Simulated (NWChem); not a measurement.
# chlorotrifluoromethane (CClF$_{3}$); SMILES FC(F)(F)Cl

```xyz
5

F     -0.9873    -0.7468     0.8099
C      0.0000     0.0000     0.3562
F     -0.1531     1.2285     0.8099
F      1.1405    -0.4816     0.8099
Cl     0.0000     0.0000    -1.4034
```
Atoms are numbered in this order, from 1.

Program: NWChem. Geometry optimised at PBE0/def2-SVP; all other runs use it. 

```json
[
 {"quantity": "anisotropy (bohr³), static", "level": "CAM-B3LYP/def2-SVPD", "value": "7.7"},
 {"quantity": "dipole in solution (D) in water", "level": "PBE0/def2-SVP, SMD", "value": "…"},
 {"quantity": "vertical ionisation energy, ΔSCF (eV)", "level": "CAM-B3LYP/def2-SVP", "value": "12.99"},
 {"quantity": "vertical, lowest state with f > 0.02, singlet (eV)", "level": "CAM-B3LYP/def2-SVPD, TDA", "value": "…"},
 {"quantity": "dipole (D)", "level": "PBE0/def2-SVP", "value": "…"},
 {"quantity": "highest harmonic frequency (cm⁻¹)", "level": "PBE0/def2-SVP", "value": "1295"}
]
```

Task: What belongs in the gaps?

Result: 
- dipole in solution (D) in water, value: 0.24
- vertical, lowest state with f > 0.02, singlet (eV), value: 9.84
- dipole (D), value: 0.24
